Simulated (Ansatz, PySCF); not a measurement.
Gas-phase reaction in SMILES: CCCCCCO + 6 [H][H] (H2) -> 6 C (CH4) + O (H2O)
Structures are relaxed separately at B3LYP-D3(BJ)/def2-TZVP in Ansatz (an electronic-structure program), one conformer each, not searched for the lowest.
Geometry of the first species:
```
C
H 1 1.0956
H 1 1.0957 2 106.08
C 1 1.5263 2 109.20 3 -117.57
H 4 1.0957 1 109.27 2 -64.46
H 4 1.0959 5 106.03 1 117.69
C 4 1.5266 5 109.25 6 117.60
H 7 1.0949 4 109.15 5 64.42
H 7 1.0950 8 106.08 4 -117.51
C 7 1.5259 8 109.56 9 -118.18
H 10 1.0915 7 111.53 8 58.01
H 10 1.0927 11 107.74 7 122.12
H 10 1.0928 11 107.74 12 115.75
C 1 1.5267 2 109.26 3 117.96
H 14 1.0938 1 110.11 2 63.22
H 14 1.0970 15 106.61 1 -118.51
C 14 1.5214 15 108.67 16 -117.42
H 17 1.0916 14 110.15 15 -62.66
H 17 1.0982 18 107.26 14 119.68
O 17 1.4242 18 105.36 19 117.93
H 20 0.9633 17 108.41 18 179.97
```

Quantity: energy of full hydrogenation (enthalpy at 298 K, with B3LYP-D3(BJ) rigid-rotor harmonic-oscillator terms from PySCF), in kcal/mol. Cores are frozen in the correlated levels unless marked. Spin-orbit coupling is left out. No relativistic terms. CBS marks a two-point X^-3 extrapolation of the correlation energy; Hartree-Fock from the larger set. The bracket is a focal-point correction in the basis named.

RI-MP2/CBS(aug-cc-pVTZ,aug-cc-pVQZ)+[CCSD(T)-MP2]/aug-cc-pVTZ (Ansatz) gives -88.4 kcal/mol.

Another calculation gave -97.2 kcal/mol. Which level was it?
(A) BHLYP/def2-TZVPD (Ansatz)
(B) PBE-QIDH/def2-TZVPD (Ansatz)
(C) B97M-V/def2-TZVPD (Ansatz)
(D) LC-wPBE/def2-TZVPD (Ansatz)

C, B97M-V/def2-TZVPD (Ansatz). The others give -89.0 (PBE-QIDH), -93.9 (LC-wPBE), -102.1 (BHLYP) kcal/mol.
